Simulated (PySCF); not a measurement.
## SMILES CB(C)/C=C/[O-], [C4H8BO]-, charge -1

Cartesian coordinates in Å; atom numbers follow the order of the lines, from 1:
```xyz
14

C    -1.0056   -1.1773   -0.2980
B    -0.2232    0.1832    0.0655
C    -1.1876    1.4408    0.3832
C     1.2466    0.3370    0.0935
C     2.2074   -0.6380   -0.1794
O     3.4488   -0.5292   -0.1700
H    -1.7617   -1.4213    0.4527
H    -0.3507   -2.0419   -0.3878
H    -1.5367   -1.0790   -1.2482
H    -1.6987    1.7784   -0.5222
H    -1.9715    1.1897    1.1022
H    -0.6474    2.3004    0.7811
H     1.6867    1.3051    0.3458
H     1.7930   -1.6483   -0.4405
```

Total charge -1.

Method used: TDDFT wB97X-D/def2-SVPD excited states, vertical, gas phase in PySCF 2.14.0. Geometry: GFN2-xTB.

For a gas-phase anion, states above the detachment energy (about 2.9 eV, taken as minus the energy of the highest occupied orbital) lie in the continuum and depend on the basis.

Question: Give the one- and two-photon strengths of the lowest singlets.

Answer: δ for parallel linear polarisation; σ at the peak of a Lorentzian of half width 0.1 eV, single beam; Ω is circular over linear.
```tsv
state	E (eV)	f	photon λ (nm)	δ (au)	σ (GM)	Ω	main
S1	4.58	0.006	541	5.74	0.04	1.33	HOMO−1→LUMO+1 0.69, HOMO→LUMO 0.21
S2	4.61	0.014	538	14.1	0.11	1.21	HOMO→LUMO 0.72, HOMO−1→LUMO+1 0.20
S3	5.17	0.470	479	33.9	0.33	0.96	HOMO→LUMO+1 0.88
S4	5.70	0.002	435	51.9	0.62	1.50	HOMO→LUMO+2 0.77, HOMO→LUMO+4 0.11
S5	5.71	0.115	434	115	1.38	0.41	HOMO−1→LUMO 0.60, HOMO−1→LUMO+3 0.12
```

Among these, the strongest one-photon state is S3, the strongest two-photon state S5.
